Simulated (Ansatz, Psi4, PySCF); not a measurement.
C2H6Cl2Si, singlet, at a GFN2-xTB geometry. Base run: MP2/STO-3G in PySCF.

PySCF was given this input:
```python
from pyscf import gto, scf, mp

mol = gto.M(
    atom='''
C     1.394125   -1.534701   -0.233123
Si   -0.022803   -0.299233    0.052260
C    -1.598224   -1.143546    0.700870
Cl    0.580086    1.101449    1.397209
Cl   -0.447480    0.638645   -1.701110
H     1.116935   -2.290885   -0.961479
H     2.285294   -1.034511   -0.603397
H     1.663628   -2.044661    0.686909
H    -2.396331   -0.422537    0.857866
H    -1.963340   -1.888237   -0.000041
H    -1.416647   -1.642013    1.648346
''',
    basis='sto-3g',
    charge=0,
    spin=0,
    verbose=3,
)

mf = scf.RHF(mol)
mf.kernel()

pt = mp.MP2(mf)
pt.kernel()
print('E(MP2) = %.10f' % pt.e_tot)
```

The same geometry, method and basis name were run in Ansatz (an electronic-structure program) and Psi4 and PySCF, at each program's defaults and at the settings that a row names. The base is PySCF at its defaults. Differences at the defaults can come from grids, fitting, cores and function types together.

```csv
code and settings,ΔE vs base (mEh),basis functions,E (Eh),SCF cycles
"PySCF, defaults (exact integrals, spherical functions, all electrons correlated)",0.000,43,-1273.37898,8
"Psi4, defaults (density fitting with its default set, spherical functions, all electrons correlated)",[?],43,[?],9
"Ansatz, defaults (factorised integrals, spherical functions, frozen core)",5.063,43,-1273.37391,-
"PySCF, frozen core",5.038,43,-1273.37394,8
"Psi4, exact integrals, spherical functions, frozen core",5.038,43,-1273.37394,9
"Ansatz, high accuracy, frozen core",5.038,43,-1273.37394,-
```

Problem. Complete the blanks.

Solution. 
- Psi4, defaults (density fitting with its default set, spherical functions, all electrons correlated), ΔE vs base (mEh): -0.952
- Psi4, defaults (density fitting with its default set, spherical functions, all electrons correlated), E (Eh): -1273.37993
